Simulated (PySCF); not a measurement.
A calculated (UHF, PySCF 2.14, cc-pVDZ-DK, the spin-free X2C one-electron Hamiltonian (Gaussian nucleus)) atom or ion has these occupied shells.

```tsv
shell	electrons	orbital energy (eV)	rms radius, mean of both spins (bohr)
1s	2	-223.13	0.378
2s	2	-23.804	1.98
```

Question: Name the element and its charge.

Answer: B⁺ (boron, charge +1), in [He] 2s2, closed-shell 1S.
